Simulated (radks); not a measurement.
All-electron atom: Si II in [Ne] 3s2 3p1 (the NIST ground configuration).

All-electron calculation, scalar-relativistic Kohn-Sham, PBE, spin-unpolarised, spherical densities, point nucleus. Program: a radial shooting solver on a logarithmic mesh with Libxc functionals.

Energy parts (hartree):
part                      energy
total                 -289.55240
kinetic                290.28879
electron-nucleus      -686.98674
Hartree                127.56233
exchange-correlation   -20.41678

Orbitals (lengths in bohr, moments of r in powers of bohr; <r^-3> diverges for s and p1/2; r(90%) holds 90 % of the orbital's charge):
orbital,occ.,eigenvalue (hartree),r(90%),<r^4>,<r^2>,<r^-3>
1s,2,-65.98790,0.199,0.0007207,0.01668,-
2s,2,-5.47570,0.895,0.2752,0.3853,-
2p,6,-3.86146,0.903,0.2964,0.3642,48.34
3s,2,-0.69950,3.10,39.09,4.882,-
3p,1,-0.42835,3.79,87.18,7.082,3.100
3d,0,-0.13294,6.83,916.7,21.83,0.06715

The highest occupied level is 3p at -11.656 eV. For comparison, the ionisation energy in NIST's Atomic Spectra Database is 16.346 eV (measured). In exact Kohn-Sham theory the highest level is minus the ionisation energy, but local and semilocal functionals leave it too shallow, through self-interaction and a potential that decays too fast; potentials with the right tail come closer.

Beside tabulated values, note that spin-unpolarised runs miss the spin-polarisation part of the exchange energy of open shells.
